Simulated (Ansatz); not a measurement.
The cluster Ti₂H₂ (the lowest singlet isomer of a short search) was relaxed with r2SCAN-D4 (def2-TZVP) in Ansatz in these states: neutral quintet, neutral triplet. The geometries follow in no particular order.

A:

Cartesian coordinates in Å:
```
Ti 0.458 0.173 0.832
Ti -0.466 -0.166 -0.828
H -1.301 -0.483 -2.350
H 1.309 0.477 2.347
```

B:

```xyz
4

Ti   -0.8444    0.4743   -0.2299
Ti    0.8443   -0.4745    0.2297
H     2.3429   -1.3159    0.6377
H    -2.3427    1.3160   -0.6375
```

**Question.** Judge from the bond lengths which geometry belongs to which state (an estimate).

**Answer.** A is the neutral triplet (Ti1–Ti2 1.930 Å, Ti2–H3 1.764 Å, Ti1–H4 1.764 Å); B is the neutral quintet (Ti1–Ti2 1.991 Å, Ti2–H3 1.766 Å, Ti1–H4 1.766 Å).

At r2SCAN-D4/def2-TZVP the charge 0 triplet is spin-contaminated (final ⟨S²⟩ up to 2.12, 2.00 for a pure state). At PBE0-D4/def2-TZVP a singlet lies 0.53 eV below the neutral triplet. At PBE-D4/def2-TZVP a broken-symmetry singlet lies 0.69 eV below the neutral quintet. These are the stationary points nearest to one start from a short search; other shapes may lie lower in each state.
